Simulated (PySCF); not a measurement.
Energy of Mn⁺ (manganese, charge +1) between two integer charges

The 4s alpha orbital of [Ar] 3d5 4s1 is emptied in steps (occupation f), with all orbitals relaxed, ending at [Ar] 3d5. Calculation: PySCF 2.14, in aug-cc-pVDZ; the non-relativistic Hamiltonian (point nucleus). The exact energy is a straight line in f; departures are measured from the line between the end points of the same method.

```tsv
f	BHandHLYP (eV)	HSE06 (eV)
1	0.000	0.000
0.8	-0.283	-0.486
0.6	-0.425	-0.729
0.4	-0.424	-0.731
0.2	-0.282	-0.489
0	0.000	0.000
```

For HSE06, how does the orbital energy at f = 1 compare with the removal energy?

−ε = 12.780 eV against a total-energy difference of 15.818 eV. By Janak's theorem ε = ∂E/∂f, so the gap between them reflects the curvature. Along the path −ε is 13.997 (f = 0.8), 15.205 (f = 0.6), 16.411 (f = 0.4), 17.642 (f = 0.2) eV.

```json
{"method": "BHandHLYP", "E(f=0) − E(f=1) (eV)": "15.398", "−ε at f=1 (eV)": "13.627", "−ε at f=0.4 (eV)": "15.754"}
{"method": "HSE06", "E(f=0) − E(f=1) (eV)": "15.818", "−ε at f=1 (eV)": "12.780", "−ε at f=0.4 (eV)": "16.411"}
```

Reference removal energy between the ground levels: 15.640 eV (measured; NIST Atomic Spectra Database, ionization energies).
